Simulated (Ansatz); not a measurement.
Two isomers of C2H9OPSi: A = `CCO[SiH2]P`, B = `CC[SiH](O)P`.

Computed with Ansatz on PBE0-D4/def2-TZVP structures; ΔE is electronic, products minus reactants. CBS: MP2 limit from def2 TZ/QZ plus the TZ coupled-cluster correction, frozen cores. Functionals use def2-TZVPP. B3LYP here is the variant with VWN-RPA as its local correlation; programs differ in this. Each species was taken in one conformer, which may not be the lowest.

A:

Z-matrix (Å, degrees):
```
C
C 1 1.508
H 1 1.093 2 110.4
H 1 1.092 2 110.5 3 -120.1
H 1 1.092 2 110.5 3 120.1
O 2 1.417 1 109.2 3 179.9
H 2 1.098 1 110.3 3 -59.3
H 2 1.098 1 110.3 3 59.1
Si 6 1.644 2 122.5 1 179.2
P 9 2.239 6 110.9 2 179.6
H 9 1.491 6 110.3 2 -60.0
H 9 1.491 6 110.3 2 59.2
H 10 1.421 9 93.0 6 47.0
H 10 1.421 9 93.0 6 -46.9
```

B:

Z-matrix (Å, degrees):
```
C
C 1 1.525
H 1 1.093 2 111.6
H 1 1.093 2 111.6 3 -120.1
H 1 1.094 2 111.4 3 120.3
Si 2 1.873 1 115.0 3 -61.0
H 2 1.096 1 110.6 3 61.4
H 2 1.097 1 110.3 3 178.4
P 6 2.265 2 113.7 1 64.2
O 6 1.653 2 111.4 1 -59.7
H 6 1.486 2 109.6 1 -175.9
H 9 1.422 6 92.7 2 46.3
H 9 1.423 6 94.0 2 -46.9
H 10 0.957 6 118.2 2 74.4
```

Question: Which isomer does CCSD(T)/CBS put lower? Give the gap. (Estimate.)

Answer: Ansatz gave: B, by 77.4 kJ/mol.

Question: Give E(B) − E(A) in kJ/mol with r2SCAN-D4, ωB97M-V, PBE-D4, HF/def2-TZVPP, PBE0-D4, MP2/def2-TZVPP, B3LYP. (Best estimate.)

Answer: The calculation gave: r2SCAN-D4 -75.1, ωB97M-V -75.3, PBE-D4 -75.8, HF/def2-TZVPP -54.3, PBE0-D4 -76.6, MP2/def2-TZVPP -80.6, B3LYP -64.2. None reverses the order clearly.

Largest T1 diagnostic: 0.012.

In def2-TZVPP, CCSD(T) changes the Hartree–Fock value by −19.2 kJ/mol (the triples alone add −1.9 kJ/mol) and MP2 by −26.3 kJ/mol. The D4 term adds −6.1 kJ/mol with B3LYP and −3.5 kJ/mol with PBE0; it sums over pairs of atoms, weighted by their polarisabilities, and B3LYP, whose exchange is more repulsive, gets the larger term.
